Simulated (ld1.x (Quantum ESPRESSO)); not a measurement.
**Ti (Z = 22): TM pseudisation with PBEsol, scalar-relativistic reference atom.**

- Element: Ti (Z = 22)
- Generator: ld1.x (Quantum ESPRESSO) 7.5
- Type: norm-conserving Troullier–Martins (Kleinman–Bylander form)
- Functional: PBEsol
- Relativity: scalar-relativistic
- Frozen core: [Ar]
- Valence charge: 4
- Reference configuration: 3d2 4s0 4p0 (charge +2)
- Partial waves: 4s (bound, empty): rc 1.05 bohr; 3d (bound): rc 2.45 bohr; 4f channel at 7.2 Ry: rc 3.65 bohr; 4p (bound, empty): rc 3.35 bohr
- Local potential: the p channel
- Core correction: a·sin(br)/r model core, default radius (core density twice the valence density)

* Cutoffs needed: 40 Ry and 50 Ry (the cutoffs (Ry, on a coarse ladder) from which the occupation-weighted sum of valence levels, in a spherical-Bessel basis at the reference potential, stays within 10 and 1 mRy of its value at 400 Ry)
* Ghost test: ghost states, extra bound levels that the all-electron valence spectrum of the same l lacks: f at -19.7 eV, s at -15.8 eV; a true bound ghost makes a file unfit for plane-wave use (spherical-Bessel basis up to 400 Ry, 20 bohr box)
* Configuration tests: 4 of 7 tests not solved or not reliable; not counted: 3d3 4s1 4p0 (solver errors, printed error -86.2 eV); 3d2 4s2 4p0 (solver errors, printed error -81.5 eV); 3d1 4s2 4p1 (solver errors, printed error -72.9 eV); 1 more
